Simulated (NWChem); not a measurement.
A series in which one site is exchanged, each optimised at PBE0/def2-SVP with NWChem, gas phase unless a solvent is named. This build's default masses of Se (78.918 u) and Br (79.917 u) are each other's, which moves their modes by up to 0.6 %. Some are not confirmed as minima by frequencies. def2 effective core potentials on I; no spin-orbit coupling.

A: F/C=C\[SiH3] (C2H5FSi; site = F)
B: C(/[SiH3])=C/Br (C₂H₅BrSi; site = Br)
C: C(=C/[SiH3])/I (C₂H₅ISi; site = I)
D: [SiH3]/C=C\Cl (C$_{2}$H$_{5}$ClSi; site = Cl)

| quantity | A | B | C | D |
|---|---|---|---|---|
| dipole (D), PBE0/def2-SVP | 1.52 | 1.26 | 1.09 | … |
| orbital gap (eV), PBE0/def2-SVP | 7.33 | 6.62 | 6.25 | … |
| static polarisability, PBE/def2-SVPD (bohr³) | 56.3 | 77.7 | 91.8 | … |
| lowest singlet excitation, PBE/def2-SVPD, TDA (eV) | 6.50 | 5.26 | 4.56 | … |

Some entries are withheld; supply them.


- dipole (D), PBE0/def2-SVP, D: 1.35
- orbital gap (eV), PBE0/def2-SVP, D: 6.82
- static polarisability, PBE/def2-SVPD (bohr³), D: 69.8
- lowest singlet excitation, PBE/def2-SVPD, TDA (eV), D: 5.86
